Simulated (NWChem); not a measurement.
Molecule: AlH3O2; SMILES [OH][AlH][OH]

```xyz
6

Al    -0.4579    -0.0102     0.0000
H     -2.0315    -0.0471     0.0000
O      0.3652    -1.4932     0.0000
H      1.3178    -1.5979     0.0000
O      0.4548     1.4257     0.0000
H      0.1067     2.3180     0.0000
```
Atoms are numbered in this order, from 1.

Program: NWChem. Geometry: optimised at PBE0/def2-SVP.

For level B3LYP/3-21G:

* **highest occupied level (eV)**: -7.55
* **orbital gap (eV)**: 7.67
* **dipole (D)**: 1.75

Task: How do the values read with level B3LYP/pcseg-2 instead?

Result: 
| Item | Value |
|---|---|
| highest occupied level (eV) | -8.75 |
| orbital gap (eV) | 8.32 |
| dipole (D) | 1.40 |
